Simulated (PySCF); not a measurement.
Gas-phase reaction: Ge2H6 + 2 Cl ⇌ 2 GeH3Cl

Method: PySCF energies plus ideal-gas RRHO corrections (1 bar). † marks an energy on the PBE0/def2-TZVP geometry and frequencies; other levels use their own. MP2 freezes the core. Open shells (unrestricted): Cl (multiplicity 2); the rest are closed-shell singlets. Spin-orbit splitting is ignored; it lowers the true energy and changes the entropy of Cl. Ge: all electrons, no relativistic terms. MP2 isn't extrapolated to the basis-set limit.

PBE0/def2-SVP† gives ΔH°(298 K) = -509 kJ.

Task: What do MP2/def2-SVP†, r2SCAN/def2-TZVP†, PBE0/def2-TZVP give?

Result: MP2/def2-SVP†: -490 kJ; r2SCAN/def2-TZVP†: -526 kJ; PBE0/def2-TZVP: -520 kJ. For scale, ΔH°(298 K) is -509 kJ at this level, -531 kJ at ωB97M-V/def2-TZVP†, and runs from -597 to -368 kJ over the 19 levels computed.
